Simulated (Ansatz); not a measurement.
Species: trifluoroarsane, AsF$_{3}$ (charge 0, singlet). 
Structure (B3LYP-D3(BJ)/def2-TZVP (Ansatz, an electronic-structure program) minimum search):
SMILES: F[As](F)F
```xyz
4

F     -0.8444    -1.2126    -0.5085
As     0.0043    -0.0097     0.3990
F      1.4749    -0.1021    -0.5065
F     -0.6462     1.3505    -0.4481
```

Basis-set convergence of Hartree-Fock and MP2 correlation energies (hartree) with Ansatz. Correlated levels leave the core frozen unless marked. No spin-orbit coupling. Frozen are the shells of the preceding noble gas and the d and f shells that filled before the atom's block. Non-relativistic.

```
basis        functions        E(HF)  E(corr, MP2)
-----------  ---------  -----------  ------------
aug-cc-pVDZ        105  -2532.60110      -0.73727
aug-cc-pVTZ        197   (withheld)    (withheld)
```

Task: Fill in the missing entries.

Result: 
- aug-cc-pVTZ, E(HF): -2532.76204
- aug-cc-pVTZ, E(corr, MP2): -0.92141
